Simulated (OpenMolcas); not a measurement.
A calculation on Pb II.

```json
{"Program": "OpenMolcas", "Method": "SS-RASPT2, IPEA 0.25 Eh, imaginary shift 0.1 Eh (closed shells correlated: 5d)", "Basis": "ANO-RCC-VQZP [9s8p6d4f3g]", "Scalar Hamiltonian": "DKH2, point nucleus", "Active space": "3 electrons in 9 orbitals (RAS2 6s 6p; RAS3 6d, at most 2 electrons)", "State averaging": "2S+1 = 4 odd, 1 root (0 in the spin-orbit step); 2S+1 = 2 odd, 3 roots; 2S+1 = 4 even, 3 roots; 2S+1 = 2 even, 9 roots kept (CI in the orbitals of an earlier block)", "Spin-orbit coupling": "state interaction with AMFI integrals over the reference wave functions, term energies averaged over their components"}
```

Task: Which level of the active space comes out lowest?

Result: 6s² 6p ²P°_1/2, with 100 % of that term; it is also the measured ground level.

Task: How high does 6s² 6p ²P°_3/2 lie?

Result: 12450 cm⁻¹ above the lowest level; measured 14081 cm⁻¹ above the ground level, so the calculation is off by -12 %.

Task: How high does 6s 6p² ⁴P_3/2 lie?

Result: 66030 cm⁻¹ above the lowest level; measured 66125 cm⁻¹ above the ground level, so the calculation is off by 0 %.

Task: How high does 6s 6p² ⁴P_1/2 lie?

Result: 59330 cm⁻¹ above the lowest level; measured 57910 cm⁻¹ above the ground level, so the calculation is off by +2 %.

Task: The level at 81130 cm⁻¹ has J = 5/2. What is it made of, and what is its g factor?

Result: 65 % 6s 6p² ²D_5/2, 35 % 6s 6p² ⁴P; g = 1.341, against 1.200 from Landé's formula for the pure leading term.

Measured values: NIST Handbook of Basic Atomic Spectroscopic Data.

CASPT2 breaks the degeneracy within a term, and the mean is taken; among the terms shown or strongly mixed into the levels shown the widest spread is 34 cm-1 (6s 6p² ²D). Some high roots are left out of the spin-orbit mixing, which shifts the levels that they would mix with. Terms from blocks run as CI alone lack orbitals of their own. Active for correlation alone: 6d; no level in the range computed is led by a configuration that fills it, so any true level of that kind is missing. Spin-orbit splittings of 6p shells tend to come out small when the coupling is added on scalar orbitals. Some terms mix strongly with configurations of 6d, whose occupation reaches 0.18 (6s 6p² ²D). Measured partners are found by configuration, term and J. A level has none where our copy of the source lacks it or the pairing is in doubt (some pairs that miss far off the trend of their configuration count as doubtful), and it then counts in no deviation. Only configurations of the active space appear.

° marks odd parity.
